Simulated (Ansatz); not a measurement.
Ansatz results at the PBE0-D4/def2-TZVP geometry: LUMO energy (PBE/def2-TZVPP) -1.79 eV; HOMO–LUMO gap (B3LYP/def2-TZVPP) 4.46 eV; LUMO energy (PBE0/def2-TZVPP) -1.04 eV.

Each molecule was computed in one conformer, which needn't be the lowest.

**Question.** Which molecule gave them?
A. `[NH2][AlH][SiH](F)[SiH3]`
B. `[AlH2][SiH2][SiH2][GaH2]`
C. `[CH2]1O[SiH2][AlH]1`
D. `C/C=C\[NH][AlH2]`

**Answer.** D. The others give `[AlH2][SiH2][SiH2][GaH2]`: -3.09, 4.22, -2.35; `[CH2]1O[SiH2][AlH]1`: -2.74, 4.61, -1.99; `[NH2][AlH][SiH](F)[SiH3]`: -2.12, 5.52, -1.40.

B3LYP here is the variant with VWN-RPA as its local correlation; programs differ in this.
